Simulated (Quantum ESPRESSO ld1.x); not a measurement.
Values are calculated unless marked as measured or tabulated.
Sm6+, 56 electrons, occupied as [Kr] 4d10 4f4 5s2 5p4. Level of theory: Dirac Kohn-Sham, PBEsol, spin-unpolarised, spherical densities, point nucleus; open shells fill j = l - 1/2 first (ld1.x of Quantum ESPRESSO 7.5). Some entries of the table are withheld. Estimate them.

| orbital | occ. | eigenvalue (hartree) | <1/r> (bohr^-1) | <r^2> (bohr^2) |
|---|---|---|---|---|
| 1s1/2 | 2 | -1716.18 | 68.81 | 0.0007051 |
| 2s1/2 | 2 | -282.979 | 16.35 | 0.01106 |
| 2p1/2 | 2 | -268.399 | 16.33 | 0.008052 |
| 2p3/2 | 4 | -246.260 | 14.56 | 0.009295 |
| 3s1/2 | 2 | (1) | 5.942 | 0.07424 |
| 3p1/2 | 2 | -58.2390 | 5.857 | 0.06940 |
| 3p3/2 | 4 | -53.7576 | 5.410 | 0.07660 |
| 3d3/2 | 4 | -42.8730 | 5.284 | 0.06162 |
| 3d5/2 | 6 | -41.8998 | 5.172 | 0.06364 |
| 4s1/2 | 2 | -15.3276 | 2.487 | 0.3759 |
| 4p1/2 | 2 | -12.9173 | 2.384 | 0.3965 |
| 4p3/2 | 4 | -11.9194 | 2.234 | 0.4351 |
| 4d3/2 | 4 | -7.94386 | 2.023 | 0.4990 |
| 4d5/2 | 6 | -7.76318 | 1.986 | 0.5137 |
| 5s1/2 | 2 | -4.29708 | 1.026 | 1.907 |
| 5p1/2 | 2 | -3.56255 | 0.9392 | 2.236 |
| 5p3/2 | 2 | -3.38265 | 0.8924 | 2.431 |
| 4f5/2 | 4 | -3.10039 | 1.540 | 0.8173 |
| 4f7/2 | 0 | -3.07522 | 1.527 | 0.8300 |
| 5d3/2 | 0 | -2.30343 | 0.7275 | 3.570 |
| 5d5/2 | 0 | -2.27747 | 0.7185 | 3.650 |
| 6s1/2 | 0 | -1.86041 | 0.5087 | 7.505 |
| 6p1/2 | 0 | -1.60761 | (2) | 8.951 |
| 6p3/2 | 0 | -1.55458 | (3) | 9.521 |

Answer. 
(1) 3s1/2 eigenvalue (hartree): -64.5121
(2) 6p1/2 <1/r> (bohr^-1): 0.4663
(3) 6p3/2 <1/r> (bohr^-1): 0.4502
